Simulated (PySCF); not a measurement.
## Spinor energies of K (potassium, neutral)

Start: [Ar] 4s1; 4s1/2 filled at m_j = +1/2. Calculated with PySCF 2.14 in x2c-SVPall-2c with one added diffuse shell each of s, d type (6s5p3d, 36 functions): generalised Hartree-Fock with the X2C-1e Hamiltonian and a Gaussian nucleus; one run each with spin-orbit coupling (SO) switched off, then screened by Boettger's factors. This is a chosen level, not necessarily the ground level.

```csv
spinor shell,electrons,"ε, spin-free (eV)","ε, screened SO (eV)",weight of nominal j (screened SO),"rms radius, screened SO (bohr)"
1s1/2,2,-3647.8,-3647.8,1.000,0.0938
2s1/2,2,-396.79,-396.79,1.000,0.418
2p1/2,2,-313.24,-315.20,1.000,0.386
2p3/2,4,-313.24,-312.26,1.000,0.388
3s1/2,2,-47.893,-47.893,1.000,1.37
3p1/2,2,-25.934,-26.131,0.990,1.56
3p3/2,4,-25.934,-25.836,0.995,1.57
4s1/2,1,-4.002,-4.002,1.000,5.64
```

```json
{"quantity": "E (hartree)", "spin-free": "-601.38008", "screened SO": "-601.38110"}
{"quantity": "M_J", "spin-free": "1/2", "screened SO": "1/2"}
{"quantity": "⟨J²⟩", "spin-free": "0.750", "screened SO": "0.750"}
{"quantity": "⟨L²⟩", "spin-free": "0.000", "screened SO": "0.000"}
{"quantity": "⟨S²⟩", "spin-free": "0.750", "screened SO": "0.750"}
```

Without spin-orbit coupling the j labels of p, d and f shells carry no meaning; the spin-free column gives the mean over the occupied spinors of each nl shell.
